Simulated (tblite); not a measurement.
C3H8N2OSi.
Numbering: `[CH3:1][CH2:2][O:3][Si@H:4]([NH2:5])[C:6]#[N:7]` (hydrogens: H8, H9, H10 on C1; H11, H12 on C2; H13 on Si4; H14, H15 on N5)

Computed with GFN2-xTB (tblite), gas phase: Langevin dynamics at 600 K from the optimised GFN2-xTB geometry, time step 0.5 fs, friction 0.01 fs⁻¹, 2000 steps. The instantaneous temperature is 2·E(kin)/(3Nk) with all 3N coordinates.

```csv
t (fs),T (K),E(pot) above start (eV),C1–C2 (Å),C2–O3 (Å),O3–Si4 (Å),Si4–N5 (Å),Si4–C6 (Å),C1–H8 (Å),C1–C2–O3–Si4 (°)
0,478,0.000,1.521,1.401,1.612,1.722,1.873,1.087,-176
25,315,0.804,1.491,1.419,1.616,1.735,1.904,1.114,-173
50,422,0.723,1.522,1.395,1.641,1.787,1.815,1.103,-165
75,404,0.622,1.536,1.415,1.619,1.701,1.881,1.047,-166
100,400,0.717,1.574,1.473,1.641,1.681,1.875,1.056,-173
125,351,0.563,1.540,1.421,1.587,1.754,1.912,1.118,-162
150,438,0.514,1.490,1.419,1.617,1.746,1.870,1.093,-153
175,362,0.761,1.495,1.440,1.612,1.689,1.877,1.062,-147
200,545,0.808,1.532,1.416,1.624,1.717,1.839,1.118,-144
225,625,0.893,1.579,1.360,1.671,1.734,1.923,1.092,-138
250,545,1.067,1.559,1.359,1.656,1.671,1.868,1.077,-155
275,431,1.185,1.523,1.369,1.594,1.786,1.855,1.117,-169
300,475,1.061,1.483,1.415,1.606,1.812,1.826,1.071,-161
325,680,0.748,1.546,1.451,1.673,1.638,1.851,1.062,-157
350,496,1.092,1.640,1.370,1.548,1.789,1.901,1.125,-158
375,563,0.843,1.567,1.405,1.634,1.751,1.851,1.057,-156
400,598,0.855,1.514,1.441,1.643,1.650,1.844,1.104,-175
425,518,1.099,1.451,1.349,1.625,1.816,1.929,1.090,-178
450,676,1.168,1.556,1.434,1.608,1.735,1.825,1.059,-162
475,795,1.059,1.570,1.447,1.600,1.685,1.959,1.106,-139
500,797,1.149,1.506,1.380,1.618,1.791,1.799,1.142,-128
525,771,1.262,1.507,1.425,1.666,1.753,1.859,1.066,-120
550,745,1.625,1.535,1.398,1.614,1.654,1.953,1.034,-97
575,684,1.603,1.530,1.415,1.681,1.759,1.794,1.132,-87
600,759,1.217,1.510,1.403,1.667,1.764,1.930,1.129,-85
625,771,1.102,1.503,1.468,1.637,1.637,1.819,1.071,-78
650,717,1.058,1.527,1.435,1.615,1.734,1.916,1.072,-53
675,575,0.935,1.517,1.375,1.642,1.799,1.859,1.128,-28
700,570,0.715,1.521,1.351,1.626,1.654,1.915,1.158,-25
725,452,1.069,1.568,1.429,1.643,1.809,1.841,1.053,-37
750,764,1.080,1.495,1.366,1.615,1.757,1.883,1.032,-42
775,812,1.025,1.537,1.410,1.667,1.658,1.842,1.257,-31
800,710,0.831,1.569,1.384,1.635,1.688,1.908,1.194,-33
825,438,1.038,1.507,1.390,1.611,1.828,1.855,1.032,-34
850,653,0.671,1.464,1.443,1.616,1.733,1.868,1.078,-54
875,659,0.654,1.509,1.454,1.591,1.635,1.927,1.202,-82
900,461,1.138,1.478,1.421,1.606,1.840,1.814,1.126,-86
925,444,1.328,1.502,1.416,1.636,1.718,1.974,1.073,-98
950,480,1.139,1.555,1.443,1.610,1.654,1.891,1.090,-70
975,650,0.808,1.527,1.410,1.606,1.735,1.845,1.127,-49
1000,609,0.780,1.466,1.362,1.599,1.783,1.898,1.096,-71
```

Question: From 500 fs on, how do temperature and potential energy compare with equipartition?

Answer: The mean temperature of these 21 frames is 644 K against the target 600 K, and the mean potential energy 1.06 eV against 39 × kT/2 = 1.01 eV for 39 classical harmonic modes. For 15 atoms in a canonical ensemble the temperature itself scatters by T·√(2/(3N)) = 126 K; here its standard deviation is 124 K. The whole run lasts only 10 friction times of 100 fs, so these averages carry a wide statistical error.

Question: What are the kinetic and total energies of the listed frame with the highest potential energy?

Answer: The one at 550 fs, 1.625 eV above the start. Its kinetic energy is 3NkT/2 = 1.444 eV at 745 K, so the sum is 3.07 eV; over the listed frames the sum runs from 0.93 to 3.07 eV, since the thermostat adds and removes energy.

Question: How much do the listed bonds fluctuate from 500 fs on?

Answer: 
```
  bond  at the start (Å)  mean (Å)  standard deviation (Å)
 C1–C2             1.521     1.516                   0.028
 C2–O3             1.401     1.408                   0.031
O3–Si4             1.612     1.629                   0.024
Si4–N5             1.722     1.733                   0.064
Si4–C6             1.873     1.876                   0.049
 C1–H8             1.087     1.109                   0.058
```

The motion is classical and holds no zero-point motion.

The cost below is that of the whole dynamics run. On one thread, Arm Neoverse N1 (aarch64), no GPU, on a shared host, this took 18 s wall and 0.18 GiB of memory at its peak.
